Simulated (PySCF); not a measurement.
C₄H₂BrF, SMILES C#C/C(Br)=C\F. Atoms are numbered in the order given.

```xyz
8

C      2.2296    -1.7183     0.0000
C      1.1607    -1.1447     0.0000
C     -0.0732    -0.4556     0.0000
Br    -0.0196     1.4366     0.0000
C     -1.2750    -1.0536     0.0000
F     -1.3905    -2.3668     0.0000
H      3.1732    -2.2324     0.0000
H     -2.2261    -0.5156     0.0000
```

Geometry: PBE0-D3(BJ)/def2-SVP. The structure was generated by enumeration; whether it is a known compound was not checked.

Method: PySCF with M06-2X/def2-TZVP.

Symmetry labels are those of the subgroup Cs that the program uses (full group Cs).

Computed valence orbital energies around the gap with their symmetry:
```csv
orbital,symmetry,energy (eV)
HOMO−7,A',-16.17
HOMO−6,A',-13.53
HOMO−5,A',-13.34
HOMO−4,A",-12.21
HOMO−3,A',-10.24
HOMO−2,A",-9.96
HOMO−1,A',-9.58
HOMO,A",-8.27
LUMO,A",-0.46
LUMO+1,A',0.02
LUMO+2,A',2.40
LUMO+3,A',2.46
```
